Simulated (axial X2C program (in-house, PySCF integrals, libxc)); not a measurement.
Ω levels of FEuF⁺ from open-shell CI on f5 s1

Calculated with an in-house all-electron X2C program for linear molecules (integrals from PySCF): two-component X2C with atomic mean-field Coulomb and Gaunt terms, basis F dyall-v3z, Eu dyall-v3z (cores contracted in-house). Orbitals come from Hartree–Fock averaged over the configuration Eu f5 s1; CI then distributes these electrons over the f, s shells of Eu.

F–Eu–F held linear, both bonds 1.933 Å (near the minimum of the configuration average).

Lowest levels of this model:

```
Ω  energy (cm⁻¹)     g∥  configuration
0              0   0.00        100% f6
1            140   4.09        100% f6
2            600   7.85        100% f6
0           1346   0.00        100% f6
1           1461   4.08        100% f6
3           1517  10.68        100% f6
2           1849   7.72        100% f6
0           2480   0.00        100% f6
1           2652   4.59        100% f6
4           2707  13.63        100% f6
0           3053   0.00        100% f6
3           3085  10.30        100% f6
2           3233   6.24        100% f6
1           3332   3.13        100% f6
0           3706   0.00        100% f6
0           4120   0.00        100% f6
2           4222   5.20        100% f6
3           4361   8.39        100% f6
0           4520   0.00        100% f6
4           4546  11.98        100% f6
5           4750  15.82        100% f6
3           5850   6.60        100% f6
4           6268  10.34        100% f6
5           6645  14.14        100% f6
6           6989  17.97        100% f6
```

g∥ is the magnitude of 2⟨Lz + ge Sz⟩ for the +Ω component.

This point took 3.3 s on 1 thread of Arm Neoverse V1 (shared host).

Dynamic correlation is missing, so gaps between terms are too wide and other configurations may lie lower; the lowest level listed is that of this model, not necessarily the ground state. The lowest levels belong to f6, not to the averaged configuration, so orbitals and distance suit them less well. At most 4 roots were kept for each Ω > 0 (twice that for Ω = 0) within 2.2 eV of the lowest, so higher up levels can be missing between those listed; levels with Ω > 0 are doubly degenerate and listed once, Ω = 0 levels singly. The molecule was held linear; bending was not examined.
